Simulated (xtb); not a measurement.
BrZn, charge +1, singlet, at a GFN2-xTB geometry (such geometries of metal compounds can be far from the true shape). Base run: GFN0-xTB in xtb.

Input for xtb:
```
$ xtb mol.xyz --gfn 0 --chrg 1 --json

# file mol.xyz
2

Zn    -0.00000000    -0.00000000    -1.16683428
Br     0.00000000     0.00000000     1.00014367
```

Each row names what was changed in the base input (with any setting that the change needs).

```tsv
change	ΔE vs base (kcal/mol)	HOMO-LUMO gap (eV)
base	0.000	2.67
acc = 0.1	0.000	2.67
etemp = 10000	?	2.67
acc = 1000	0.000	2.67
```

Task: Complete the blanks.

Result: 
- etemp = 10000, ΔE vs base (kcal/mol): -23.83
